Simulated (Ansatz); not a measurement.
Computed with Ansatz on PBE0-D4/def2-TZVP structures; ΔE is electronic, products minus reactants. CCSD(T)/CBS adds triple-zeta CCSD(T) − MP2 to the extrapolated MP2 energy (def2 sets, frozen cores). This one scheme is used for every species. DFT in def2-TZVPP. For Se outer-core shells are correlated without core-valence functions, which leaves a few kJ/mol of doubt a bond. Scalar relativity is left out up to krypton. Each species was taken in one conformer, which may not be the lowest.

Consider the ligand exchange at the Si–Se bond: `N[SiH2][SiH2][SeH]` + HCl → `N[SiH2][SiH2]Cl` + H₂Se.

```csv
level,ΔE (kJ/mol),difference from CCSD(T)/CBS
PBE-D4,-21.8,3.1
r2SCAN-D4,-27.2,-2.3
PBE0-D4,-23.1,1.8
B2PLYP,-30.9,-6.0
PBE,-24.8,0.1
PBE0,-25.8,-0.9
HF/def2-TZVPP,-40.6,-15.7
MP2/def2-TZVPP,-24.4,0.5
SCS-MP2/def2-TZVPP,-28.2,-3.3
CCSD/def2-TZVPP,-27.5,-2.6
CCSD(T)/def2-TZVPP,-25.3,-0.4
HF/def2-QZVPP,-41.5,-16.6
MP2/def2-QZVPP,-24.4,0.5
HF/CBS(def2),-41.6,-16.7
MP2/CBS(def2),-24.0,0.9
CCSD/CBS(def2),-27.1,-2.2
CCSD(T)/CBS,-24.9,0
```

Largest T1 diagnostic among the species: 0.010.

In def2-TZVPP, CCSD(T) changes the Hartree–Fock value by +15.3 kJ/mol (the triples alone add +2.2 kJ/mol) and MP2 by +16.3 kJ/mol. The D4 term adds +4.9 kJ/mol with B3LYP and +2.8 kJ/mol with PBE0; it sums over pairs of atoms, weighted by their polarisabilities, and B3LYP, whose exchange is more repulsive, gets the larger term.

B3LYP here is the variant with VWN-RPA as its local correlation; programs differ in this.
